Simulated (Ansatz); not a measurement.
Basis sets compared for Ag₂F₂⁻. Charge -1, multiplicity 2. Geometry PBE-D4/def2-TZVPD. Ansatz on 4 threads of Arm Neoverse V2 on a shared host; times are rough, and most runs start from earlier orbitals.

Cartesian coordinates in Å:
```
Ag 1.309 -0.236 0.234
Ag -1.309 0.235 -0.238
F -3.322 0.598 -0.592
F 3.322 -0.597 0.595
```

In the def2 sets Ag takes a core potential; there is no spin–orbit coupling. The structure comes from a short search, and lower isomers may exist.

```csv
level,functions,energy (Eh),HOMO (eV),LUMO (eV),wall time
PBE-D4/def2-SVPD,114,-493.4175,-1.54,-0.84,1.6 s
PBE0-D4/def2-SVPD,114,-493.3674,-2.36,0.12,2.6 s
```

(1) Estimate the rows for PBE-D4/def2-TZVPD, PBE0-D4/def2-TZVPD.

Results:

(1) 
| level | functions | energy (Eh) | HOMO (eV) | LUMO (eV) | wall time |
| --- | --- | --- | --- | --- | --- |
| PBE-D4/def2-TZVPD | 160 | -493.7196 | -1.56 | -0.85 | 2.4 s |
| PBE0-D4/def2-TZVPD | 160 | -493.6660 | -2.37 | 0.12 | 3.4 s |
